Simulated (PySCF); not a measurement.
One molecule, many functionals

Species: CH7ClP2Si.
SMILES: `P[SiH](CCl)P`

Linear-response calculations in the def2-SVPD basis (PySCF; singlets by full response, triplets Tamm–Dancoff, core orbitals frozen in the response; HF means time-dependent Hartree–Fock). 'Strongest' is the level of largest summed f among the singlets computed (10 roots, of which the last may lack a degenerate partner); it can jump between rows when another state enters that window. S1 is the lowest singlet of each run and needn't be the same state throughout; f(S1) is that of one state. Geometry: PBE0-D3(BJ)/def2-SVP, one conformer, isolated molecule.

| functional | kind | S1 (eV) | f(S1) | strongest (eV) | T1 (eV) | HOMO (eV) | gap (eV) | ionisation energy, ΔSCF (eV) |
| --- | --- | --- | --- | --- | --- | --- | --- | --- |
| LDA | LDA | 5.20 | 0.024 | 5.94 | 4.89 | -6.44 | 5.05 | 8.95 |
| PBE | GGA | 5.28 | 0.025 | 5.97 | 4.87 | -6.35 | 5.13 | 8.83 |
| B3LYP | global hybrid, 20% exact exchange | 5.87 | 0.058 | 6.71 | 5.17 | -7.20 | 6.62 | 9.13 |
| PBE0 | global hybrid, 25% exact exchange | 6.03 | 0.067 | 6.97 | 5.19 | -7.42 | 7.04 | 9.18 |
| BHandHLYP | global hybrid, 50% exact exchange | 6.41 | 0.078 | 7.37 | 5.42 | -8.35 | 8.78 | 9.29 |
| CAM-B3LYP | range-separated hybrid | 6.31 | 0.070 | 7.24 | 5.38 | -8.64 | 9.21 | 9.38 |
| wB97X-D | range-separated hybrid | 6.36 | 0.080 | 7.30 | 5.49 | -9.21 | 10.49 | 9.40 |
| LC-wPBE | range-separated hybrid | 6.60 | 0.055 | 7.31 | 5.50 | -9.97 | 11.60 | 9.57 |
| HF | Hartree–Fock | 6.87 | 0.061 | 7.61 | 5.49 | -9.82 | 12.05 | not settled |

S1 runs from 5.20 eV (LDA) to 6.87 eV (HF), a spread of 1.67 eV, while the orbital gap spreads over 7.0 eV. Along PBE (0%), B3LYP (20%), PBE0 (25%), BHandHLYP (50%), HF (100%) S1 rises with the share of exact exchange. −ε(HOMO) comes closest to its own ΔSCF ionisation energy with wB97X-D (-0.19 eV) and misses most with LDA (-2.52 eV). 'Not settled' means that the ion's SCF failed to converge or may have ended in another state than the lowest.
